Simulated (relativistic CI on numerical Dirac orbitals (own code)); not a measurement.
**Tl I: what numerical and physical settings do to a radial Dirac CI calculation**

Reference input:

```
atom Tl  Z=81  charge=0  electrons=81
nucleus A=205  rms_radius_fm=5.4759
hamiltonian dirac-coulomb  breit=on  qed=on  c_scale=1
orbitals kli  potential=per-configuration
slater_scale 1
correlation none
mixing on
grid step=0.0125 r_max=259.4
scf mixing=0.4 start=green max_iterations=150 tolerance=2e-08 node_fill=0.05
configurations
  [Xe] 4f14 5d10 6s2 6p
end
```

Computed lowest total energy -20234.86437 Ha, first excitation 7804.4 cm⁻¹, 12 SCF steps. Runs with settings changed; * marks those that are bad on purpose:

```tsv
Changed	Outcome	Lowest level	ΔE (Ha)	First excitation (cm⁻¹)	SCF steps	Message
SCF tolerance 1e-05	converged	6p 2P°_1/2	-1.14e-07	7804.4	10	
start potential previous	converged	6p 2P°_1/2	1.18e-08	7804.4	12	
Breit term off	converged	6p 2P°_1/2	-23.7	7956.3	12	
end of the grid at 389.1 bohr	converged	6p 2P°_1/2	1.82e-11	7804.4	12	
configuration list: extra electron *	refused				0	configuration [Xe] 4f14 5d10 6s2 6p 7s has 82 electrons, the ion has 81
iteration limit 4 *	not converged				4	SCF of 1s2 2s2 2p6 3s2 3p6 3d10 4s2 4p6 4d10 4f14 5s2 5p6 5d10 6s2 6p did not converge
```

With so few configurations and no correlation, terms lie too far apart (by 10 to 50 % near neutrality), their order can be wrong, and levels of other configurations are missing.
